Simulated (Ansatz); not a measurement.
```yaml
crystal:
  periodic: [false, false, false]
  atoms:
    - {symbol: N, position_ang: [0.316743, -1.508468, 0.558762]}
    - {symbol: Cu, position_ang: [0.064069, -0.284278, 0.123616]}
    - {symbol: P, position_ang: [-0.202575, 0.887817, -0.237049]}
    - {symbol: F, position_ang: [-0.912063, 1.112526, -1.066078]}
    - {symbol: F, position_ang: [0.542822, 1.367761, -0.683794]}
    - {symbol: F, position_ang: [-0.534015, 1.482350, 0.381646]}
    - {symbol: H, position_ang: [-0.026343, -1.748827, 0.490492]}
    - {symbol: H, position_ang: [1.041635, -1.657568, 0.484715]}
basis:
  gaussian: {orbitals: ANO-RCC-VTZP}
hamiltonian: {xc: {name: HSE06}, dispersion: d3bj}
output: {forces: true}
```

```sh
$ ansatz run in.yaml --threads 2 --pin off --events-out ev --progress --plain --max-ram 32768MiB --backend cpu
```

Output, abridged:

```
Functional definition: HSE06
1987 factors; their error is unknown
97 factors; integrals over basis functions are off by at most 1.8e-6 eV
mean field evaluation 1: about -63825.6181 eV, gradient 1.6e2 eV
mean field evaluation 2: about -63700.1361 eV, gradient 2.9e2 eV
mean field evaluation 4: about -63857.3925 eV, gradient 3.6e1 eV
mean field evaluation 8: about -63859.0575 eV, gradient 3.8e-1 eV
mean field evaluation 16: about -63859.2784 eV, gradient 2.0e-4 eV
mean field -63859.27837778 eV, -2346.7851950099 hartree, gradient 6.8e-5 eV, S^2 0.000000; 0 other end points of the search recorded, 0 dependent functions left out
reference -63859.27844694 eV, -2346.7851975513 hartree; 40, 40 occupied and 201, 201 virtual orbitals, 1987 factors
Total energy: -63859.41919427 eV, -2346.7903699206 hartree
Relativity: scalar
Atom 0 at     0.316743    -1.508468     0.558762 Å, force   210.156154   128.185848    60.949514 eV/Å
Atom 1 at     0.064069    -0.284278     0.123616 Å, force    12.136307   -56.018698    15.232514 eV/Å
Atom 2 at    -0.202575     0.887817    -0.237049 Å, force    -5.823101  -134.321435   -64.076838 eV/Å
Atom 3 at    -0.912063     1.112526    -1.066078 Å, force   -60.593994     9.867678   -65.518717 eV/Å
Atom 4 at     0.542822     1.367761    -0.683794 Å, force   129.357956    73.473064   -68.253584 eV/Å
Atom 5 at    -0.534015     1.482350     0.381646 Å, force   -85.019089   150.670947   167.552617 eV/Å
Atom 6 at    -0.026343    -1.748827     0.490492 Å, force  -227.811492  -163.750956   -43.955758 eV/Å
Atom 7 at     1.041635    -1.657568     0.484715 Å, force    27.597259    -8.106448    -1.929749 eV/Å
Dipole moment:     0.103801     0.548422    -0.128406 e Å
```

**Question.** What is wrong with this run?

**Answer.** The geometry is squeezed to about two thirds of its size. Self-consistency was reached. The result belongs to that input, not to the molecule as meant.

HSE06 is defined as in plane-wave codes.
